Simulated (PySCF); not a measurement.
IrO2, SMILES [O]=[Ir]=[O] (connectivity only; charge and spin as stated), neutral, multiplicity 4.

The structure is a stationary point at B3LYP-D3(BJ)/def2-TZVP. The multiplicity is an assumed one; other spin states were not compared. The def2 effective core potentials stand for the cores of Ir; spin–orbit coupling is left out.

Two levels are set side by side: PBE/def2-TZVPD (PySCF) and r2SCAN/def2-TZVPD (PySCF). Same geometry, gas phase. Differences are taken from unrounded values.

| quantity | r2SCAN | PBE | PBE minus r2SCAN |
|---|---|---|---|
| α-spin orbital gap (eV) | 2.13 | 1.61 | -0.52 |
| β-spin orbital gap (eV) | 1.56 | 0.90 | -0.66 |
| dipole moment (D) | 2.53 | 2.33 | -0.20 |
| mean polarisability (bohr³) | 45.3 | 46.1 | 0.7 |

Rough cost on one machine, each run with all the roots and properties that it gave: r2SCAN against PBE about 2 times.
